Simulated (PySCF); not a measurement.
GaH₂, SMILES [GaH2-] (connectivity only; charge and spin as stated), charge -1, multiplicity 1. Atoms are numbered in the order given.

```xyz
3

Ga     0.0000     0.0000    -0.0718
H      0.0000     1.2356     1.1124
H      0.0000    -1.2356     1.1124
```
Charge -1, spin multiplicity 1.

The structure is a stationary point at PBE0-D3(BJ)/def2-TZVPD.

Level of theory: B3LYP/pcSseg-2 run with PySCF.

GIAO shieldings, no solvent; atoms alike by connectivity are averaged. δ = σ(ref) − σ: ¹H against TMS (σ = 31.68 ppm), references at their B3LYP-D3(BJ)/def2-TZVP geometries, non-relativistic.

```json
[
 {"nucleus": "¹H", "atoms": "H2, H3", "count": "2", "δ (ppm)": "12.47"}
]
```
